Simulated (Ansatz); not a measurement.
```xyz
10

C    -0.0408    0.0151   -0.0246
C     1.4387   -0.0270   -0.0308
C    -0.7454    1.2037    0.0238
C    -0.6602   -1.2123   -0.0203
H     1.9913   -0.9507    0.0428
H     1.9879    0.9704    0.0304
H    -1.8067    1.2045    0.0330
H    -0.1283    2.1696   -0.0123
H    -1.7772   -1.2727   -0.0336
H    -0.2085   -2.2120    0.0083
```

Basis set: cc-pVDZ (spherical functions). Left uncorrelated: 4 orbitals. Charge 0, multiplicity 3.

Computed with Ansatz (development build ahead of 0.2.0); each method stands on the lowest determinant of its kind that the runs found.

The atomization energy at this shape (free ground-state atoms in the same class of orbitals less the molecule, no zero-point energy) of triplet C₄H₆:

| method | atomization energy |
| --- | --- |
| UHF-MP2 | 3752.2 kJ/mol |

(1) What does UHF give?

## Answers

(1) 3036.4 kJ/mol. Caution: the shape is not the minimum; the unrestricted determinant is spin contaminated.
